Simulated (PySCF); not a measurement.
Ru⁺ (ruthenium, charge +1) across methods

[Kr] 4d7, high-spin 4F determinant. Calculation: PySCF 2.14, in ANO-RCC-VTZP (7s6p4d2f1g, 68 functions); scalar relativity by spin-free X2C-1e.

```tsv
method	E (hartree)	mean ε 4p β (eV)	mean ε 4d α (eV)	mean ε 4d β (eV)	Σ⟨r²⟩ (bohr²)	⟨S²⟩
BLYP	-4530.08	-52.593	-13.277	-11.877	38.28	3.752
r2SCAN	-4529.92	-53.347	-13.631	-11.901	37.57	3.754
UHF	-4527.62222	-62.883	-18.980	-16.671	36.98	3.756
LDA	-4524.85	-52.999	-13.638	-12.014	38.20	3.751
B3LYP	-4529.98	-55.050	-14.679	-13.146	37.89	3.753
PBE0	-4529.60	-55.455	-14.976	-13.249	37.53	3.752
B97-3	-4529.62	-55.758	-14.933	-13.406	37.55	3.753
PBE	-4529.53	-52.610	-13.417	-11.842	37.97	3.752
```
